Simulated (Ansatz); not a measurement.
A made-up structure of CH₃LiZn, closed shell:

```
6
angstrom
Li -1.4132 -1.1236 0.1340
Zn 1.2269 -1.4877 0.5073
C -0.1344 0.3947 -0.1139
H 0.4492 0.8313 0.8198
H -0.7686 1.0178 -0.3377
H 0.6402 0.3676 -1.0096
```

It is relaxed with PBE-D4/def2-SVP and then PBE0-D4/def2-TZVP (Ansatz 0.2.0). Atoms count as bonded within 1.22 times the sum of their covalent radii (H–H: 0.88 Å). The end point is not checked to be a true minimum.

(1) Does its bonding change? (Judge from chemistry; the calculation decides.)

Results:

(1) Computed: No: no bond forms or breaks.

Where it ends: The first stage lowers the energy by 1.17 eV in 8 steps. It ends as a complex of CH₃Li ([Li][CH3]) + Zn:
```
6
angstrom
Li -1.2579 -1.1556 0.1599
Zn 1.3701 -1.9031 0.6265
C -0.1766 0.4818 -0.1406
H 0.3764 0.8554 0.7337
H -0.8671 1.2950 -0.4193
H 0.5550 0.4265 -0.9601
```

Labels in which every atom is bracketed show which atoms are joined, not bond orders.

For scale, one of the runs: PBE0-D4/def2-TZVP relaxation, 111 basis functions, launched by `ansatz run in.yaml --threads 2 --pin off --events-out ev --progress --plain --max-ram 4352MiB`. The run took about 11 s on 2 CPU threads of an AMD EPYC 7R43 (shared host).
